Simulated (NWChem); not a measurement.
## Correlation energy of bromine monochloride (BrCl)

SMILES: ClBr
```xyz
2

Cl     0.0000     0.0000     1.4776
Br     0.0000     0.0000    -0.7177
```
Charge 0, spin multiplicity 1.

Program: NWChem. The geometry was optimised at B3LYP/def2-SVP, a minimum by its harmonic frequencies.

Basis set: STO-3G. Each correlation energy counts from its own Hartree-Fock reference.

The Hamiltonian is non-relativistic. The correlated methods keep 14 core orbitals frozen. Coupled-cluster values serve here as a point of comparison, not as the truth.

Problem. Order these methods by the correlation energy they give, lowest first: MP2, SCS-MP2, CR-CCSD[T].

Solution. CR-CCSD[T] (-28.1 mHa), SCS-MP2 (-22.4 mHa), MP2 (-18.7 mHa)
